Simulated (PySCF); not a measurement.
Removing an electron from `C=CC[Si@H]([SiH3])O[SiH3]`

C₃H₁₂OSi₃.
SMILES with atom numbers: `[CH2:1]=[CH:2][CH2:3][Si@H:4]([SiH3:5])[O:6][SiH3:7]` (hydrogens: H8, H9 on C1; H10 on C2; H11, H12 on C3; H13 on Si4; H14, H15, H16 on Si5; H17, H18, H19 on Si7)

Geometry (PBE0-D3(BJ)/def2-SVP, Å), atoms numbered from 1 in this order:
```
atom  x, y, z in Å
C1     1.759   -1.723    0.199
C2     1.758   -0.387    0.162
C3     1.415    0.445   -1.028
Si4   -0.391    1.002   -0.938
Si5   -0.779    2.269    1.006
O6    -1.367   -0.344   -0.934
Si7   -1.906   -1.594    0.016
H8     1.977   -2.266    1.122
H9     1.551   -2.320   -0.695
H10    1.972    0.160    1.090
H11    2.052    1.342   -1.101
H12    1.532   -0.126   -1.964
H13   -0.729    1.806   -2.152
H14    0.033    3.527    0.964
H15   -0.396    1.506    2.234
H16   -2.225    2.639    1.115
H17   -3.380   -1.725   -0.172
H18   -1.620   -1.319    1.457
H19   -1.251   -2.871   -0.388
```

Level: CAM-B3LYP/def2-SVPD (PySCF). Frontier orbitals with their largest atomic shares (Löwdin; up to four atoms above 4 %):

| orbital | ε (eV) | main atoms |
| --- | --- | --- |
| HOMO−3 | -10.67 | Si7 27 %, H18 20 %, O6 15 %, H19 15 % |
| HOMO−2 | -10.20 | O6 33 %, Si7 16 %, H17 12 %, C2 7 % |
| HOMO−1 | -9.20 | Si5 24 %, Si4 22 %, O6 15 %, H13 8 % |
| HOMO | -8.47 | ? |
| LUMO | 0.69 | Si4 18 %, Si5 14 %, Si7 13 %, O6 10 % |
| LUMO+1 | 0.91 | C2 18 %, C1 16 %, Si5 9 %, Si4 8 % |
| LUMO+2 | 1.16 | Si5 28 %, Si7 13 %, H15 8 %, C2 7 % |

Problem. What vertical ionisation energy does ΔSCF give, and how far is −ε(HOMO) from it?

Solution. ΔSCF: 9.11 eV (879 kJ/mol; threshold wavelength 136 nm); ⟨S²⟩ of the doublet left behind is 0.762, against 0.75 for a pure doublet. −ε(HOMO) is 8.47 eV, 0.64 eV below it. In exact Kohn–Sham theory the two would be equal; CAM-B3LYP (range-separated hybrid) falls short of its own ΔSCF value by 7 %.

Problem. On which atoms does the HOMO lie?

Solution. C1 (terminal =CH2 carbon) 28 %, C2 (alkene CH carbon) 22 %, C3 (sp3 carbon bound to silicon) 16 %, Si4 (oxygen-bound silicon) 10 %, so no atom holds as much as 40 %. The HOMO−1 lies 0.73 eV lower.

Problem. With α = 121.6 au, estimate the like-pair dispersion coefficient by London's formula C6 = (3/4)α²I.

Solution. I = 0.3347 Eh, so C6 ≈ 3710 au, a rough estimate.

Problem. What kinetic energy would electrons from this vertical process carry with He I light (21.218 eV)?

Solution. 21.22 − 9.11 = 12.11 eV.

Problem. Shift the occupied levels rigidly so that −ε(HOMO) equals the ΔSCF value. What binding energies result?

Solution. The shift is +0.64 eV: HOMO 9.11, HOMO−1 9.84, HOMO−2 10.84, HOMO−3 11.31 eV. A rigid shift is only a rough guide to the deeper ionisations.

Problem. What total energies stand behind the ΔSCF value?

Solution. E(N) = -1064.80056 Eh and E(N − 1) = -1064.46585 Eh at the same geometry, 0.33471 Eh apart.

The structure is a single PBE0-D3(BJ)/def2-SVP conformer in the gas phase; no vibrational or solvent corrections.
